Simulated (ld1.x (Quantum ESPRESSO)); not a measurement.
LDA (PZ) TM dataset for selenium, scalar-relativistic all-electron reference.

ld1.x (Quantum ESPRESSO) 7.5 was run on this input:

```
&input
   title='Se', zed=34., rel=1, dft='PZ', iswitch=3,
   config='[Ar] 3d10 4s2 4p4',
   nld=3, rlderiv=2.05, eminld=-6.0, emaxld=5.0, deld=0.02
 /
 &inputp
   pseudotype=2, tm=.true., lloc=0,
   nlcc=.false.,
   file_pseudopw='Se.UPF', file_wfcaegen='ae.wfc', file_wfcncgen='nc.wfc', file_beta='beta', file_chi='chi'
 /
3
4P  2  1   4.00   0.00  1.90  1.90  0.0
3D  3  2  10.00   0.00  0.60  0.60  0.0
4S  1  0   2.00   0.00  1.25  1.25  0.0
 &test
   configts(1)='3d10 4s2 4p4'
 /
```

Command:

```bash
ld1.x < Se.in > Se.out
```

Resulting log (shortened: banner, matrices, multipoles, cross overlaps and the repeated all-electron block are left out):

```
Program LD1 v.7.5
     --------------------------- All-electron run ----------------------------

     Se
     scalar relativistic calculation

     atomic number is 34.00
     dft =PZ   lsd =0 sic =0 latt =0  beta=0.20 tr2=1.0E-14
     Exchange-correlation= PZ
                           (   1   1   0   0   0   0   0)
     mesh =1211 r(mesh) =  99.34906 a.u. xmin = -7.00 dx = 0.01250
     1 Ry =  13.60569312 eV, c = 137.03599908

     n l     nl                  e(Ry)          e(Ha)          e(eV)
     1 0     1S 1( 2.00)      -917.5336      -458.7668    -12483.6809
     2 0     2S 1( 2.00)      -117.9444       -58.9722     -1604.7146
     2 1     2P 1( 6.00)      -103.8482       -51.9241     -1412.9274
     3 0     3S 1( 2.00)       -15.6306        -7.8153      -212.6652
     3 1     3P 1( 6.00)       -11.2234        -5.6117      -152.7024
     3 2     3D 1(10.00)        -3.9239        -1.9619       -53.3868
     4 0     4S 1( 2.00)        -1.2852        -0.6426       -17.4855
     4 1     4P 1( 4.00)        -0.4896        -0.2448        -6.6608

     final scf error:  6.2E-15 reached in  25 iterations

     Etot =   -4853.574020 Ry,   -2426.787010 Ha,  -66036.238660 eV

     Ekin =    4950.988152 Ry,    2475.494076 Ha,   67361.625452 eV
     Encl =  -11707.512851 Ry,   -5853.756426 Ha, -159288.827085 eV
     Eh   =    2072.104553 Ry,    1036.052276 Ha,   28192.418660 eV
     Exc  =    -169.153873 Ry,     -84.576937 Ha,   -2301.455687 eV

     normalization and overlap integrals

     s(1S/1S) =  1.000000  <r> =   0.0441  <r2> =    0.0026  r(max) =   0.0287
     s(2S/2S) =  1.000000  <r> =   0.1962  <r2> =    0.0454  r(max) =   0.1651
     s(2P/2P) =  1.000000  <r> =   0.1713  <r2> =    0.0359  r(max) =   0.1318
     s(3S/3S) =  1.000000  <r> =   0.5752  <r2> =    0.3812  r(max) =   0.5021
     s(3P/3P) =  1.000000  <r> =   0.5904  <r2> =    0.4093  r(max) =   0.5021
     s(3D/3D) =  1.000000  <r> =   0.6311  <r2> =    0.4989  r(max) =   0.4487
     s(4S/4S) =  1.000000  <r> =   1.7891  <r2> =    3.6858  r(max) =   1.5085
     s(4P/4P) =  1.000000  <r> =   2.2974  <r2> =    6.2508  r(max) =   1.7970

     ------------------------ End of All-electron run ------------------------

     --------------------- Generating NC pseudopotential ---------------------

      Generating local pot.: lloc=0, matching radius rcloc =   1.2500

      Wfc   4P  rcut= 1.913  Using Troullier-Martins method

      Wfc   3D  rcut= 0.606  Using Troullier-Martins method

     ------------------- End of pseudopotential generation -------------------

     Computing logarithmic derivative in   2.04912
     Computing logarithmic derivative in   2.04912
     Computing the partial wave expansion
       no projector for channel:   0
     R is outside the sphere for l=    1 j= 0.00
     R is outside the sphere for l=    2 j= 0.00

     ---------------------- Testing the pseudopotential ----------------------

     Se
     scalar relativistic calculation

     atomic number is 34.00   valence charge is 16.00
     dft =PZ   lsd =0 sic =0 latt =0  beta=0.20 tr2=1.0E-14
     mesh =1211 r(mesh) =  99.34906 xmin = -7.00 dx = 0.01250

     n l     nl             e AE (Ry)        e PS (Ry)    De AE-PS (Ry)
     3 2     3D   1(10.00)       -3.92386       -3.92379       -0.00007
     1 0     4S   1( 2.00)       -1.28516       -1.28516        0.00000
     2 1     4P   1( 4.00)       -0.48956       -0.48956        0.00000

     eps = 9.3E-15  iter = 24

     Etot =   -4853.574020 Ry,   -2426.787010 Ha,  -66036.238660 eV
     Etotps =  -261.539800 Ry,    -130.769900 Ha,   -3558.430252 eV

     Ekin =     368.289698 Ry,     184.144849 Ha,    5010.836607 eV
     Encl =    -425.025926 Ry,    -212.512963 Ha,   -5782.772314 eV
     Ehrt =     226.543127 Ry,     113.271563 Ha,    3082.276263 eV
     Ecxc =     -27.716050 Ry,     -13.858025 Ha,    -377.096066 eV
     Epseu=    -403.630649 Ry,    -201.815324 Ha,   -5491.674743 eV

     ---------------------- End of pseudopotential test ----------------------
```

A Bessel basis up to 400 Ry misses an occupied level by 0.04 Ry, so cutoffs were not judged. Note: ghost state, extra bound levels that the all-electron valence spectrum of the same l lacks: p at -578.3 eV (other channels not judged).

Generation and configuration tests took about 2.4 s on one core of a shared server CPU.

Transferability test of the new file with ld1.x, input:

```
&input
   title='Se', zed=34., rel=1, dft='PZ', iswitch=2,
   config='[Ar] 3d10 4s2 4p4'
 /
 &test
   file_pseudo='Se.UPF', nconf=10,
   configts(1)='3d10 4s2 4p4',
   configts(2)='3d10 4s2 4p3',
   configts(3)='3d10 4s2 4p2',
   configts(4)='3d10 4s2 4p1',
   configts(5)='3d10 4s2 4p3.5',
   configts(6)='3d10 4s1 4p5',
   configts(7)='3d10 4s0 4p6',
   configts(8)='3d9 4s2 4p5',
   configts(9)='3d10 4s2 4p4', lsdts(9)=1,
   configts(10)='3d10 4s2 4p3', lsdts(10)=1
 /
```

```bash
ld1.x < Se.test.in > Se.test.out
```

Pseudopotential blocks of its output, shortened (energy terms left out; the distinct warnings before each block abridged to one line each):

```
     BEWARE! Errors in PS-KS equations
     ---------------------- Testing the pseudopotential ----------------------

     n l     nl             e AE (Ry)        e PS (Ry)    De AE-PS (Ry)
     3 2     3D   1(10.00)       -3.92386       -3.92379       -0.00007
     1 0     4S   1( 2.00)       -1.28516       -1.28516        0.00000
     2 1     4P   1( 4.00)       -0.48956       -0.48956        0.00000

     eps = 3.9E-15  iter = 17

     Etot =   -4853.574020 Ry,   -2426.787010 Ha,  -66036.238661 eV
     Etotps =  -261.539798 Ry,    -130.769899 Ha,   -3558.430229 eV

     ---------------------- End of pseudopotential test ----------------------

          ---------------------- Testing the pseudopotential ----------------------

     n l     nl             e AE (Ry)        e PS (Ry)    De AE-PS (Ry)
     3 2     3D   1(10.00)       -4.69541       -4.69183       -0.00358
     1 0     4S   1( 2.00)       -1.99043       -1.99076        0.00033
     2 1     4P   1( 3.00)       -1.14576       -1.14597        0.00021

     eps = 9.7E-15  iter = 17

     Etot =   -4852.764894 Ry,   -2426.382447 Ha,  -66025.229941 eV
     Etotps =  -260.730433 Ry,    -130.365217 Ha,   -3547.418259 eV
     dEtot_ae =       0.809126 Ry
     dEtot_ps =       0.809365 Ry,   Delta E=      -0.000239 Ry

     ---------------------- End of pseudopotential test ----------------------

          BEWARE! Errors in PS-KS equations
     Warning: n=3, l=2 expected 0 nodes, found 1
     ---------------------- Testing the pseudopotential ----------------------

     n l     nl             e AE (Ry)        e PS (Ry)    De AE-PS (Ry)
     3 2     3D   1(10.00)       -5.59388       -5.58224       -0.01164  !
     1 0     4S   1( 2.00)       -2.78636       -2.78665        0.00029
     2 1     4P   1( 2.00)       -1.88946       -1.88935       -0.00011

     eps = 3.1E-15  iter = 18

     Etot =   -4851.253885 Ry,   -2425.626942 Ha,  -66004.671617 eV
     Etotps =  -259.219040 Ry,    -129.609520 Ha,   -3526.854705 eV
     dEtot_ae =       2.320135 Ry
     dEtot_ps =       2.320758 Ry,   Delta E=      -0.000623 Ry

     ---------------------- End of pseudopotential test ----------------------

          BEWARE! Errors in PS-KS equations
     ---------------------- Testing the pseudopotential ----------------------

     n l     nl             e AE (Ry)        e PS (Ry)    De AE-PS (Ry)
     3 2     3D   1(10.00)       -6.59723       -6.57041       -0.02682  !
     1 0     4S   1( 2.00)       -3.65173       -3.65057       -0.00116
     2 1     4P   1( 1.00)       -2.70115       -2.69886       -0.00229

     eps = 2.6E-15  iter = 11

     Etot =   -4848.963964 Ry,   -2424.481982 Ha,  -65973.515664 eV
     Etotps =  -256.929730 Ry,    -128.464865 Ha,   -3495.707054 eV
     dEtot_ae =       4.610055 Ry
     dEtot_ps =       4.610068 Ry,   Delta E=      -0.000013 Ry

     ---------------------- End of pseudopotential test ----------------------

          ---------------------- Testing the pseudopotential ----------------------

     n l     nl             e AE (Ry)        e PS (Ry)    De AE-PS (Ry)
     3 2     3D   1(10.00)       -4.29180       -4.29042       -0.00138
     1 0     4S   1( 2.00)       -1.62460       -1.62477        0.00017
     2 1     4P   1( 3.50)       -0.80506       -0.80518        0.00012

     eps = 8.5E-16  iter = 25

     Etot =   -4853.251556 Ry,   -2426.625778 Ha,  -66031.851320 eV
     Etotps =  -261.217256 Ry,    -130.608628 Ha,   -3554.041823 eV
     dEtot_ae =       0.322464 Ry
     dEtot_ps =       0.322542 Ry,   Delta E=      -0.000078 Ry

     ---------------------- End of pseudopotential test ----------------------

          ---------------------- Testing the pseudopotential ----------------------

     n l     nl             e AE (Ry)        e PS (Ry)    De AE-PS (Ry)
     3 2     3D   1(10.00)       -4.03916       -4.04762        0.00846  !
     1 0     4S   1( 1.00)       -1.34637       -1.34695        0.00058
     2 1     4P   1( 5.00)       -0.53416       -0.53434        0.00017

     eps = 8.4E-15  iter = 20

     Etot =   -4852.770045 Ry,   -2426.385023 Ha,  -66025.300033 eV
     Etotps =  -260.735612 Ry,    -130.367806 Ha,   -3547.488722 eV
     dEtot_ae =       0.803974 Ry
     dEtot_ps =       0.804186 Ry,   Delta E=      -0.000212 Ry

     ---------------------- End of pseudopotential test ----------------------

          ---------------------- Testing the pseudopotential ----------------------

     n l     nl             e AE (Ry)        e PS (Ry)    De AE-PS (Ry)
     3 2     3D   1(10.00)       -4.14910       -4.16882        0.01973  !
     1 0     4S   1( 0.00)       -1.40355       -1.40520        0.00166
     2 1     4P   1( 6.00)       -0.57600       -0.57653        0.00053

     eps = 2.0E-15  iter = 19

     Etot =   -4851.950121 Ry,   -2425.975061 Ha,  -66014.144401 eV
     Etotps =  -259.914904 Ry,    -129.957452 Ha,   -3536.322420 eV
     dEtot_ae =       1.623898 Ry
     dEtot_ps =       1.624894 Ry,   Delta E=      -0.000996 Ry

     ---------------------- End of pseudopotential test ----------------------

          ---------------------- Testing the pseudopotential ----------------------

     n l     nl             e AE (Ry)        e PS (Ry)    De AE-PS (Ry)
     3 2     3D   1( 9.00)       -4.77245       -4.98111        0.20866  !
     1 0     4S   1( 2.00)       -1.44808       -1.46044        0.01236  !
     2 1     4P   1( 5.00)       -0.58320       -0.58069       -0.00251

     eps = 9.9E-15  iter = 26

     Etot =   -4849.766589 Ry,   -2424.883295 Ha,  -65984.435934 eV
     Etotps =  -257.628744 Ry,    -128.814372 Ha,   -3505.217636 eV
     dEtot_ae =       3.807430 Ry
     dEtot_ps =       3.911053 Ry,   Delta E=      -0.103623 Ry

     ---------------------- End of pseudopotential test ----------------------

          BEWARE! Errors in PS-KS equations
     ---------------------- Testing the pseudopotential ----------------------

     n l     nl             e AE (Ry)        e PS (Ry)    De AE-PS (Ry)
     3 2     3D   1( 5.00)       -3.92339       -3.92223       -0.00116
     1 0     4S   1( 1.00)       -1.32318       -1.32442        0.00124
     2 1     4P   1( 3.00)       -0.52533       -0.52600        0.00068
     3 2     3D   2( 5.00)       -3.90733       -3.90681       -0.00052
     1 0     4S   2( 1.00)       -1.22852       -1.22617       -0.00235
     2 1     4P   2( 1.00)       -0.43740       -0.43603       -0.00137

     eps = 4.4E-15  iter = 26

     Etot =   -4853.617623 Ry,   -2426.808811 Ha,  -66036.831909 eV
     Etotps =  -261.584444 Ry,    -130.792222 Ha,   -3559.037666 eV
     dEtot_ae =      -0.043603 Ry
     dEtot_ps =      -0.044646 Ry,   Delta E=       0.001043 Ry

     ---------------------- End of pseudopotential test ----------------------

          BEWARE! Errors in PS-KS equations
     ---------------------- Testing the pseudopotential ----------------------

     n l     nl             e AE (Ry)        e PS (Ry)    De AE-PS (Ry)
     3 2     3D   1( 5.00)       -4.69070       -4.68389       -0.00680  !
     1 0     4S   1( 1.00)       -2.05152       -2.05336        0.00184
     2 1     4P   1( 3.00)       -1.20539       -1.20657        0.00118
     3 2     3D   2( 5.00)       -4.66272       -4.65723       -0.00549  !
     1 0     4S   2( 1.00)       -1.88058       -1.87582       -0.00476
     2 1     4P   2( 0.00)       -1.03860       -1.03528       -0.00332

     eps = 3.0E-15  iter = 13

     Etot =   -4852.885298 Ry,   -2426.442649 Ha,  -66026.868122 eV
     Etotps =  -260.854190 Ry,    -130.427095 Ha,   -3549.102057 eV
     dEtot_ae =       0.688722 Ry
     dEtot_ps =       0.685608 Ry,   Delta E=       0.003114 Ry

     ---------------------- End of pseudopotential test ----------------------
```
